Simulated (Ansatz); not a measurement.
**Counterpoise correction, worked out**

The pair of HF (SMILES F, atoms 1–2) and CH3I (SMILES CI, atoms 3–7), both closed shells, in one local arrangement (a lower one may exist), relaxed at PBE0-D4/def2-TZVP:

```json
{"atom": "F1", "x (Å)": "0.7303", "y (Å)": "-0.0412", "z (Å)": "-2.3951"}
{"atom": "H2", "x (Å)": "-0.1320", "y (Å)": "-0.0674", "z (Å)": "-2.0440"}
{"atom": "C3", "x (Å)": "0.0816", "y (Å)": "0.0297", "z (Å)": "1.0071"}
{"atom": "I4", "x (Å)": "-1.7568", "y (Å)": "-0.0409", "z (Å)": "-0.0734"}
{"atom": "H5", "x (Å)": "0.1810", "y (Å)": "-0.9116", "z (Å)": "1.5382"}
{"atom": "H6", "x (Å)": "0.8730", "y (Å)": "0.1614", "z (Å)": "0.2756"}
{"atom": "H7", "x (Å)": "0.0229", "y (Å)": "0.8701", "z (Å)": "1.6915"}
```

Ansatz 0.2.0; basis: def2-TZVPPD; cores frozen in the correlated methods. Filled d shells of the heavier atoms are correlated. Core potentials replace the inner electrons of the atoms past krypton. The def2 sets are not built for correlating such inner shells, so the correlated values are less sure here.

MP2 total energies in eV:

| system | geometry | basis functions | energy |
| --- | --- | --- | --- |
| pair | pair | all | -11900.11229 |
| HF | as in the pair | all (partner as ghosts) | -2730.37832 |
| CH3I | as in the pair | all (partner as ghosts) | -9169.57811 |
| HF | as in the pair | its own | -2730.37024 |
| CH3I | as in the pair | its own | -9169.54706 |
| HF | free (PBE0-D4 minimum) | its own | -2730.37406 |
| CH3I | free (PBE0-D4 minimum) | its own | -9169.54831 |

Problem. Work out the interaction energy with and without the counterpoise correction, the superposition error, and the binding energy from the relaxed fragments.

Solution. Without correction: -11900.11229 − (-2730.37024) − (-9169.54706) = -0.19499 eV.
With correction (each fragment in the whole basis): -11900.11229 − (-2730.37832) − (-9169.57811) = -0.15586 eV = -3.59 kcal/mol.
The superposition error is the difference, 0.03913 eV, 20 % of the uncorrected value: each fragment borrows its partner's functions.
Deformation from the free shapes: 0.00382 eV for HF and 0.00125 eV for CH3I.
Binding energy from relaxed fragments: -0.15586 + 0.00382 + 0.00125 = -0.15079 eV = -3.48 kcal/mol (electronic, without zero-point energy; negative means bound). For comparison, the corrected interaction energy by CCSD(T) at an estimated basis limit (MP2 extrapolated from triple and quadruple zeta, plus CCSD(T) − MP2 in triple zeta) is -0.176 eV.

No T1 diagnostic of these runs exceeds 0.011.

For scale, one of the runs: CCSD(T)/def2-TZVPPD, 204 basis functions, launched by `ansatz run in.yaml --threads 4 --pin off --events-out ev --progress --plain --max-ram 9574MiB`. The run took 20 s on 4 CPU threads of an AMD EPYC 9R45 (shared host), with 3.1 GiB of host memory at its peak.
